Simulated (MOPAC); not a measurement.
A run for MOPAC: AM1 on C2H7ClO (a complex), monomers drawn apart or pushed together.

```
AM1 1SCF PRECISE CHARGE=0 THREADS=1
C2H7ClO

Cl    -0.42479100 1     0.48822500 1     0.35487020 1
H     -1.11214659 1     0.83490298 1    -0.67175917 1
C      0.39520906 1    -1.69441798 1     5.83449047 1
O      1.34437035 1    -0.71285506 1     5.48056406 1
C      1.09947014 1     0.52574127 1     6.10948504 1
H     -0.61903316 1    -1.39191078 1     5.54440139 1
H      0.40722812 1    -1.88965466 1     6.91491637 1
H      0.65800910 1    -2.60786592 1     5.30345384 1
H      0.11663711 1     0.92715016 1     5.83154239 1
H      1.87161423 1     1.21779818 1     5.77736625 1
H      1.14412304 1     0.43371847 1     7.20269944 1
```

Program output:

```
*******************************************************************************
 **                                                                           **
 **                              MOPAC v23.2.5                                **
 **                                                                           **
 *******************************************************************************
 ** MOPAC's Digital Object Identifier: https://doi.org/10.5281/zenodo.6511958 **
 **                                                                           **
 ** Please cite the open-source release paper for use of this MOPAC version:  **
 ** J. E. Moussa and J. J. P. Stewart (2026)                                  **
 ** MOPAC: An open-source semiempirical molecular orbital program             **
 ** J. Open Source Softw., 11(119), 8025, https://doi.org/10.21105/joss.08025 **
 *******************************************************************************

                              AM1 CALCULATION RESULTS

 *******************************************************************************
 *  AM1        - The AM1 Hamiltonian to be used
 *
 *
 *
 *                 CHARGE ON SYSTEM = 0
 *
 *
 *
 *  PRECISE    - TIGHTER CRITERIA TO BE USED
 *  1SCF       - DO 1 SCF AND THEN STOP
 *  THREADS=1  - MULTI-THREADING NOT USED
 *  T=         - A TIME OF 172800.0 SECONDS REQUESTED
 *  DUMP=N     - RESTART FILE WRITTEN EVERY 7200.0 SECONDS REQUESTED
 *******************************************************************************
AM1 1SCF PRECISE CHARGE=0 THREADS=1
 C2H7ClO

   ATOM   CHEMICAL          X               Y               Z
  NUMBER   SYMBOL      (ANGSTROMS)     (ANGSTROMS)     (ANGSTROMS)

     1      Cl         -0.42479100  *   0.48822500  *   0.35487020  *
     2       H         -1.11214659  *   0.83490298  *  -0.67175917  *
     3       C          0.39520906  *  -1.69441798  *   5.83449047  *
     4       O          1.34437035  *  -0.71285506  *   5.48056406  *
     5       C          1.09947014  *   0.52574127  *   6.10948504  *
     6       H         -0.61903316  *  -1.39191078  *   5.54440139  *
     7       H          0.40722812  *  -1.88965466  *   6.91491637  *
     8       H          0.65800910  *  -2.60786592  *   5.30345384  *
     9       H          0.11663711  *   0.92715016  *   5.83154239  *
    10       H          1.87161423  *   1.21779818  *   5.77736625  *
    11       H          1.14412304  *   0.43371847  *   7.20269944  *



          CARTESIAN COORDINATES

    NO.       ATOM           X           Y           Z

     1        Cl         -0.4248      0.4882      0.3549
     2         H         -1.1121      0.8349     -0.6718
     3         C          0.3952     -1.6944      5.8345
     4         O          1.3444     -0.7129      5.4806
     5         C          1.0995      0.5257      6.1095
     6         H         -0.6190     -1.3919      5.5444
     7         H          0.4072     -1.8897      6.9149
     8         H          0.6580     -2.6079      5.3035
     9         H          0.1166      0.9272      5.8315
    10         H          1.8716      1.2178      5.7774
    11         H          1.1441      0.4337      7.2027

  H: (AM1): M.J.S. DEWAR ET AL, J. AM. CHEM. SOC. 107 3902-3909 (1985)
  C: (AM1): M.J.S. DEWAR ET AL, J. AM. CHEM. SOC. 107 3902-3909 (1985)
  O: (AM1): M.J.S. DEWAR ET AL, J. AM. CHEM. SOC. 107 3902-3909 (1985)
 Cl: (AM1): M.J.S. DEWAR AND E. G. ZOEBISCH, THEOCHEM, 180, 1 (1988).

           Empirical Formula: C2 H7 O Cl  =    11 atoms



      MOLECULAR POINT GROUP   :   Cs


      RHF CALCULATION, NO. OF DOUBLY OCCUPIED LEVELS = 14


 -------------------------------------------------------------------------------
 AM1 1SCF PRECISE CHARGE=0 THREADS=1
 C2H7ClO



     1SCF WAS SPECIFIED, SO BFGS WAS NOT USED
     SCF FIELD WAS ACHIEVED


                              AM1 CALCULATION
                                                       MOPAC v23.2.5 Linux




          FINAL HEAT OF FORMATION =        -75.68519 KCAL/MOL =    -316.66682 KJ/MOL


          COSMO AREA              =        141.13 SQUARE ANGSTROMS
          COSMO VOLUME            =        113.20 CUBIC ANGSTROMS

          IONIZATION POTENTIAL    =         10.569657 EV
          HOMO LUMO ENERGIES (EV) =        -10.570  1.924
          NO. OF FILLED LEVELS    =         14
          MOLECULAR WEIGHT        =         82.5297         POINT GROUP:  Cs

          MOLECULAR DIMENSIONS (Angstroms)

            Atom       Atom       Distance
            H     7    H     2     8.20301
            H    10    H     8     3.99550
            O     4    H     6     1.65797


          SCF CALCULATIONS        =          1





   ATOM   CHEMICAL          X               Y               Z
  NUMBER   SYMBOL      (ANGSTROMS)     (ANGSTROMS)     (ANGSTROMS)

     1      Cl         -0.42479100  *   0.48822500  *   0.35487020  *
     2       H         -1.11214659  *   0.83490298  *  -0.67175917  *
     3       C          0.39520906  *  -1.69441798  *   5.83449047  *
     4       O          1.34437035  *  -0.71285506  *   5.48056406  *
     5       C          1.09947014  *   0.52574127  *   6.10948504  *
     6       H         -0.61903316  *  -1.39191078  *   5.54440139  *
     7       H          0.40722812  *  -1.88965466  *   6.91491637  *
     8       H          0.65800910  *  -2.60786592  *   5.30345384  *
     9       H          0.11663711  *   0.92715016  *   5.83154239  *
    10       H          1.87161423  *   1.21779818  *   5.77736625  *
    11       H          1.14412304  *   0.43371847  *   7.20269944  *

                             CARTESIAN COORDINATES

   1   Cl       -0.424791000     0.488225000     0.354870200
   2    H       -1.112146590     0.834902980    -0.671759170
   3    C        0.395209060    -1.694417980     5.834490470
   4    O        1.344370350    -0.712855060     5.480564060
   5    C        1.099470140     0.525741270     6.109485040
   6    H       -0.619033160    -1.391910780     5.544401390
   7    H        0.407228120    -1.889654660     6.914916370
   8    H        0.658009100    -2.607865920     5.303453840
   9    H        0.116637110     0.927150160     5.831542390
  10    H        1.871614230     1.217798180     5.777366250
  11    H        1.144123040     0.433718470     7.202699440


           Empirical Formula: C2 H7 O Cl  =    11 atoms



      MOLECULAR POINT GROUP   :   Cs


                  EIGENVALUES
 -38.88271 -36.97566 -28.93346 -26.09987 -17.15826 -16.69827 -16.59453 -16.41047
 -13.29368 -12.78509 -12.27345 -12.26739 -12.26723 -10.56966   1.92413   3.27861
   4.21168   4.31724   4.47636   4.52253   4.78624   4.84760   6.33502


              NET ATOMIC CHARGES AND DIPOLE CONTRIBUTIONS

  ATOM NO.   TYPE          CHARGE      No. of ELECS.   s-Pop       p-Pop
    1         Cl          -0.165360        7.1654     1.98034     5.18502
    2          H           0.165360        0.8346     0.83464
    3          C          -0.069396        4.0694     1.22582     2.84358
    4          O          -0.266357        6.2664     1.87528     4.39108
    5          C          -0.069396        4.0694     1.22582     2.84358
    6          H           0.054362        0.9456     0.94564
    7          H           0.052938        0.9471     0.94706
    8          H           0.095272        0.9047     0.90473
    9          H           0.054362        0.9456     0.94564
   10          H           0.095273        0.9047     0.90473
   11          H           0.052942        0.9471     0.94706
 DIPOLE           X         Y         Z       TOTAL
 POINT-CHG.    -1.343     0.449    -0.177     1.427
 HYBRID        -0.493     0.160    -0.026     0.519
 SUM           -1.836     0.609    -0.203     1.945


          ATOMIC ORBITAL ELECTRON POPULATIONS

     Atom    s        px        py        pz
    1 Cl   1.98034   1.76617   1.94052   1.47833
    2  H   0.83464
    3  C   1.22582   0.92544   0.92431   0.99383
    4  O   1.87528   1.50500   1.20020   1.68588
    5  C   1.22582   1.00936   0.86730   0.96691
    6  H   0.94564
    7  H   0.94706
    8  H   0.90473
    9  H   0.94564
   10  H   0.90473
   11  H   0.94706

 **********************
 *                    *
 * JOB ENDED NORMALLY *
 *                    *
 **********************




 == MOPAC DONE ==
```

The run finished.

Cost: very roughly 0.03 core-seconds.
